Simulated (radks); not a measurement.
Calculated with a radial shooting solver on a logarithmic mesh with Libxc functionals: non-relativistic Kohn-Sham, LB94 model potential, spin-unpolarised, spherical densities, point nucleus. Response by self-consistent Sternheimer equations with the Hartree and adiabatic LDA kernel. For heavy and open-shell atoms this level of theory can miss by tens of per cent. Rank Ar2+, Nb3+, F+, Sc+, I2+, Ru+ (NIST ground configurations) by static dipole polarisability, largest first.

Answer. Sc+ 42.10, I2+ 13.96, Ru+ 13.20, Nb3+ 5.573, Ar2+ 4.903, F+ 1.783 bohr^3.
